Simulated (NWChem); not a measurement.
System: CoF$_{2}$, quartet; SMILES [F][Co][F]

Here is an NWChem input.

```
start job
memory heap 200 mb stack 900 mb global 1100 mb
geometry units angstroms noautosym nocenter noautoz
  Co     0.000000     0.000000     0.000000
  F      0.000000     0.000000     1.710691
  F      0.000000     0.000000    -1.710691
end
basis spherical
  * library 6-31g*
end
dft
  odft
  mult 4
  xc b3lyp
  iterations 150
end
property
  efieldgrad
end
task dft property
```

NWChem printed, in part:

```
             Northwest Computational Chemistry Package (NWChem) 7.3.0
             --------------------------------------------------------

                             Geometry "geometry" -> ""
                             -------------------------

 Output coordinates in angstroms (scale by  1.889725989 to convert to a.u.)

  No.       Tag          Charge          X              Y              Z
 ---- ---------------- ---------- -------------- -------------- --------------
    1 Co                  27.0000     0.00000000     0.00000000     0.00000000
    2 F                    9.0000     0.00000000     0.00000000     1.71069100
    3 F                    9.0000     0.00000000     0.00000000    -1.71069100

 Effective nuclear repulsion energy (a.u.)     162.8650770936

                              NWChem Property Module
                              ----------------------

  itol2e modified to match energy
  convergence criterion.

                                 NWChem DFT Module
                                 -----------------

 Summary of "ao basis" -> "ao basis" (spherical)
 ------------------------------------------------------------------------------
       Tag                 Description            Shells   Functions and Types
 ---------------- ------------------------------  ------  ---------------------
 Co                          6-31g*                 12       34   5s4p2d1f
 F                           6-31g*                  6       14   3s2p1d

  itol2e modified to match energy
  convergence criterion.

            General Information
            -------------------
          SCF calculation type: DFT
          Wavefunction type:  spin polarized.
          No. of atoms     :     3
          No. of electrons :    45
           Alpha electrons :    24
            Beta electrons :    21
          Charge           :     0
          Spin multiplicity:     4
          Use of symmetry is: off; symmetry adaption is: off
          Maximum number of iterations: 150
          AO basis - number of functions:    62
                     number of shells:    24
          Convergence on energy requested:  1.00D-07
          Convergence on density requested:  1.00D-05
          Convergence on gradient requested:  5.00D-04

              XC Information
              --------------
                         B3LYP Method XC Potential
                     Hartree-Fock (Exact) Exchange  0.200
                        Slater Exchange Functional  0.800 local
                    Becke 1988 Exchange Functional  0.720 non-local
              Lee-Yang-Parr Correlation Functional  0.810
                  VWN I RPA Correlation Functional  0.190 local

             Grid Information
             ----------------
          Grid used for XC integration:  fine
          Radial quadrature: Mura-Knowles
          Angular quadrature: Lebedev.
          Tag              B.-S. Rad. Rad. Pts. Rad. Cut. Ang. Pts.
          ---              ---------- --------- --------- ---------
          Co                  1.35      140           8.0       974
          F                   0.50       70           8.0       590
          Grid pruning is: on
          Number of quadrature shells:   280
          Spatial weights used:  Erf1

      Superposition of Atomic Density Guess
      -------------------------------------

 Sum of atomic energies:       -1579.85293137

      Non-variational initial energy
      ------------------------------

 Total energy =   -1578.876934
 1-e energy   =   -2517.068032
 2-e energy   =     775.326020
 HOMO         =      -0.327513
 LUMO         =      -0.314519

   convergence    iter        energy       DeltaE   RMS-Dens  Diis-err
 ---------------- ----- ----------------- --------- --------- ---------
 d= 0,ls=0.0,diis     1  -1582.2306315044 -1.75D+03  1.10D-02  3.12D-01
                                                     1.33D-02  2.07D-01
 d= 0,ls=0.0,diis     2  -1581.4049487683  8.26D-01  5.87D-03  2.63D+00
                                                     1.15D-02  3.57D+00
 d= 0,ls=0.0,diis     3  -1582.3173939977 -9.12D-01  1.62D-03  1.93D-02
                                                     7.24D-04  7.80D-03
 d= 0,ls=0.0,diis     4  -1582.3194924457 -2.10D-03  5.83D-04  7.58D-03
                                                     4.94D-04  7.03D-03
 d= 0,ls=0.0,diis     5  -1582.3217012791 -2.21D-03  1.33D-04  1.64D-05
                                                     8.33D-05  3.34D-05
  Resetting Diis
 d= 0,ls=0.0,diis     6  -1582.3217315855 -3.03D-05  3.66D-05  3.25D-06
                                                     2.97D-05  2.51D-06
 d= 0,ls=0.0,diis     7  -1582.3217344201 -2.83D-06  1.32D-05  4.74D-07
                                                     6.97D-06  9.34D-08
 d= 0,ls=0.0,diis     8  -1582.3217342817  1.38D-07  5.05D-06  8.67D-07
                                                     7.32D-06  1.08D-06
 d= 0,ls=0.0,diis     9  -1582.3217345987 -3.17D-07  2.41D-06  3.42D-08
                                                     9.61D-07  6.97D-09
 d= 0,ls=0.0,diis    10  -1582.3217346083 -9.62D-09  9.31D-07  9.63D-09
                                                     7.55D-07  5.13D-09

         Total DFT energy =    -1582.321734608320
      One electron energy =    -2520.169144938764
           Coulomb energy =      855.472071689164
    Exchange-Corr. energy =      -80.489738452328
 Nuclear repulsion energy =      162.865077093608

 Numeric. integr. density =       44.999999781046

                    DFT Final Alpha Molecular Orbital Analysis
                    ------------------------------------------

 Vector   22  Occ=1.000000D+00  E=-3.129637D-01
              MO Center=  1.4D-11,  7.4D-12, -9.7D-08, r^2= 2.0D+00
   Bfn.  Coefficient  Atom+Function         Bfn.  Coefficient  Atom+Function
  ----- ------------  ---------------      ----- ------------  ---------------
    21     -0.389988  1 Co d  1              19      0.361669  1 Co d -1
    37     -0.269805  2 F  px                51      0.269805  3 F  px
    38     -0.250213  2 F  py                52      0.250213  3 F  py
    26     -0.209622  1 Co d  1              24      0.194400  1 Co d -1
    41     -0.190251  2 F  px                55      0.190251  3 F  px

 Vector   23  Occ=1.000000D+00  E=-2.981339D-01
              MO Center=  2.6D-12, -2.7D-11, -1.7D-12, r^2= 3.6D-01
   Bfn.  Coefficient  Atom+Function         Bfn.  Coefficient  Atom+Function
  ----- ------------  ---------------      ----- ------------  ---------------
    22      0.725940  1 Co d  2              27      0.460273  1 Co d  2

 Vector   24  Occ=1.000000D+00  E=-2.981338D-01
              MO Center= -2.3D-13, -4.1D-11, -2.5D-12, r^2= 3.6D-01
   Bfn.  Coefficient  Atom+Function         Bfn.  Coefficient  Atom+Function
  ----- ------------  ---------------      ----- ------------  ---------------
    18      0.725940  1 Co d -2              23      0.460274  1 Co d -2

 Vector   25  Occ=0.000000D+00  E=-2.677053D-02
              MO Center= -4.3D-08,  3.8D-08, -1.4D-08, r^2= 5.2D+00
   Bfn.  Coefficient  Atom+Function         Bfn.  Coefficient  Atom+Function
  ----- ------------  ---------------      ----- ------------  ---------------
    14      1.088512  1 Co s                 20      0.305923  1 Co d  0
    40     -0.245622  2 F  s                 54     -0.245622  3 F  s
     6      0.205433  1 Co s                 39      0.165502  2 F  pz
    53     -0.165502  3 F  pz                25      0.142715  1 Co d  0
    43      0.130942  2 F  pz                57     -0.130942  3 F  pz

 Vector   26  Occ=0.000000D+00  E= 8.331332D-03
              MO Center=  3.1D-08, -3.6D-08, -1.5D-09, r^2= 6.8D+00
   Bfn.  Coefficient  Atom+Function         Bfn.  Coefficient  Atom+Function
  ----- ------------  ---------------      ----- ------------  ---------------
    16      0.619969  1 Co py                15     -0.536560  1 Co px
    12      0.195973  1 Co py                11     -0.169607  1 Co px
    38     -0.110234  2 F  py                52     -0.110234  3 F  py
    42     -0.102798  2 F  py                56     -0.102798  3 F  py
    37      0.095403  2 F  px                51      0.095403  3 F  px

 Vector   27  Occ=0.000000D+00  E= 8.331334D-03
              MO Center=  3.8D-09,  3.3D-09, -1.2D-09, r^2= 6.8D+00
   Bfn.  Coefficient  Atom+Function         Bfn.  Coefficient  Atom+Function
  ----- ------------  ---------------      ----- ------------  ---------------
    15      0.619969  1 Co px                16      0.536560  1 Co py
    11      0.195973  1 Co px                12      0.169607  1 Co py
    37     -0.110234  2 F  px                51     -0.110234  3 F  px
    41     -0.102798  2 F  px                55     -0.102798  3 F  px
    38     -0.095403  2 F  py                52     -0.095403  3 F  py

                     DFT Final Beta Molecular Orbital Analysis
                     -----------------------------------------

 Vector   19  Occ=1.000000D+00  E=-3.679483D-01
              MO Center= -2.7D-10, -1.6D-10, -1.0D-06, r^2= 3.3D+00
   Bfn.  Coefficient  Atom+Function         Bfn.  Coefficient  Atom+Function
  ----- ------------  ---------------      ----- ------------  ---------------
    37      0.380617  2 F  px                51      0.380618  3 F  px
    41      0.274308  2 F  px                55      0.274308  3 F  px
    38      0.234770  2 F  py                52      0.234770  3 F  py
    42      0.169197  2 F  py                56      0.169197  3 F  py
    11      0.105366  1 Co px                12      0.064991  1 Co py

 Vector   20  Occ=1.000000D+00  E=-2.297463D-01
              MO Center= -4.1D-11, -7.9D-11,  3.2D-11, r^2= 3.7D-01
   Bfn.  Coefficient  Atom+Function         Bfn.  Coefficient  Atom+Function
  ----- ------------  ---------------      ----- ------------  ---------------
    22      0.718543  1 Co d  2              27      0.469188  1 Co d  2

 Vector   21  Occ=1.000000D+00  E=-2.297441D-01
              MO Center= -5.0D-11, -1.1D-10,  3.0D-11, r^2= 3.7D-01
   Bfn.  Coefficient  Atom+Function         Bfn.  Coefficient  Atom+Function
  ----- ------------  ---------------      ----- ------------  ---------------
    18      0.718542  1 Co d -2              23      0.469189  1 Co d -2

 Vector   22  Occ=0.000000D+00  E=-1.364692D-01
              MO Center= -4.3D-09,  3.6D-09, -2.4D-09, r^2= 1.9D+00
   Bfn.  Coefficient  Atom+Function         Bfn.  Coefficient  Atom+Function
  ----- ------------  ---------------      ----- ------------  ---------------
    10      0.491793  1 Co s                 20      0.460135  1 Co d  0
    14     -0.373857  1 Co s                 25      0.297071  1 Co d  0
     6     -0.207032  1 Co s                 40      0.154347  2 F  s
    54      0.154347  3 F  s                  2      0.078999  1 Co s
    39      0.059070  2 F  pz                53     -0.059070  3 F  pz

 Vector   23  Occ=0.000000D+00  E=-7.184057D-02
              MO Center=  1.0D-11, -3.6D-11, -2.6D-10, r^2= 6.9D-01
   Bfn.  Coefficient  Atom+Function         Bfn.  Coefficient  Atom+Function
  ----- ------------  ---------------      ----- ------------  ---------------
    19      0.502429  1 Co d -1              21      0.466076  1 Co d  1
    24      0.335466  1 Co d -1              26      0.311193  1 Co d  1
    38     -0.130315  2 F  py                52      0.130315  3 F  py
    37      0.120886  2 F  px                51     -0.120886  3 F  px
    42     -0.075409  2 F  py                56      0.075409  3 F  py

 Vector   24  Occ=0.000000D+00  E=-7.184056D-02
              MO Center= -1.7D-11, -2.7D-11, -7.2D-10, r^2= 6.9D-01
   Bfn.  Coefficient  Atom+Function         Bfn.  Coefficient  Atom+Function
  ----- ------------  ---------------      ----- ------------  ---------------
    21     -0.502429  1 Co d  1              19      0.466076  1 Co d -1
    26     -0.335466  1 Co d  1              24      0.311193  1 Co d -1
    37     -0.130315  2 F  px                51      0.130315  3 F  px
    38     -0.120886  2 F  py                52      0.120886  3 F  py
    41     -0.075409  2 F  px                55      0.075409  3 F  px

   alpha - beta orbital overlaps
   -----------------------------

   alpha      1      2      3      4      5      6      7      8      9     10
    beta      1      2      3      4      5      6      7      8      9     10
 overlap   1.000  1.000  1.000  1.000  1.000  1.000  1.000  1.000  1.000  1.000

[...]

          -----------------------
          Electric field gradient
          -----------------------

 1 a.u. = 0.324123 10**(16) esu/cm**3  ( or statvolts/cm**2 ) = 0.97174 10**(22) v/m**2

 ------------------------------------------------------------
   Atom      X         Y         Z
 ------------------------------------------------------------
    1 Co   0.00000   0.00000   0.00000
 ------------------------------------------------------------

 Electric field gradient in molecular frame (a.u.)
         XX             YY             ZZ             XY             XZ             YZ
 ------------------------------------------------------------------------------------------
        1.656030       1.656030      -3.312059       0.000001      -0.000000      -0.000000

 Principal components (a.u.) and orientation
 of principal axis w.r.t. absolute frame                      Asymmetry parameter eta
 --------------------------------------------------------------------------------------
       -3.312059       1.656031       1.656029                       0.000001

        0.000000       0.732968      -0.680263
        0.000000       0.680263       0.732968
        1.000000      -0.000000      -0.000000

 ------------------------------------------------------------
   Atom      X         Y         Z
 ------------------------------------------------------------
    2 F    0.00000   0.00000   3.23274
 ------------------------------------------------------------

 Electric field gradient in molecular frame (a.u.)
         XX             YY             ZZ             XY             XZ             YZ
 ------------------------------------------------------------------------------------------
        0.328818       0.328818      -0.657636       0.000000      -0.000000       0.000000

 Principal components (a.u.) and orientation
 of principal axis w.r.t. absolute frame                      Asymmetry parameter eta
 --------------------------------------------------------------------------------------
       -0.657636       0.328818       0.328818                       0.000000

        0.000000       0.740086      -0.672512
       -0.000000       0.672512       0.740086
        1.000000       0.000000       0.000000

 ------------------------------------------------------------
   Atom      X         Y         Z
 ------------------------------------------------------------
    3 F    0.00000   0.00000  -3.23274
 ------------------------------------------------------------

 Electric field gradient in molecular frame (a.u.)
         XX             YY             ZZ             XY             XZ             YZ
 ------------------------------------------------------------------------------------------
        0.328818       0.328818      -0.657637       0.000000      -0.000000       0.000000

 Principal components (a.u.) and orientation
 of principal axis w.r.t. absolute frame                      Asymmetry parameter eta
 --------------------------------------------------------------------------------------
       -0.657637       0.328818       0.328818                       0.000000

        0.000000       0.734568      -0.678535
       -0.000000       0.678535       0.734568
        1.000000      -0.000000       0.000000
```

Level: B3LYP/6-31G* (spherical d), spin-unrestricted. Geometry: optimised at PBE0/def2-SVP, spin-unrestricted. This spin state was assumed; another may lie lower. No stability test was run on the SCF state. NWChem prints the field gradient with the sign opposite to the second derivative of the potential.
